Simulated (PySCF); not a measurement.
Correlation energy of Ir⁺ (iridium, charge +1)

[Xe] 4f14 5d8, high-spin 3F determinant (an excited configuration). Computed with PySCF 2.14 in def2-TZVPPD with the def2 core potential (60 electrons), with scalar relativity through the core potential. Frozen: nothing; 16 electrons correlated.

```json
{"level": "CCSD", "correlation energy (mhartree)": "-417.88"}
{"level": "(T)", "correlation energy (mhartree)": "-13.45"}
{"level": "CCSD(T)", "correlation energy (mhartree)": "-431.33"}
```

Diagnostics: T1 = 0.0065, D1 = 0.0126, largest double amplitude 0.041.

**Question.** Is a single reference adequate?

**Answer.** Yes, within this model without spin-orbit coupling: T1 lies below 0.03 and no double amplitude reaches 0.07.

The basis has no tight functions for the innermost shells, so their pair energies are far from complete.

This basis was not built for core-valence correlation, so the inner-shell part is incomplete.
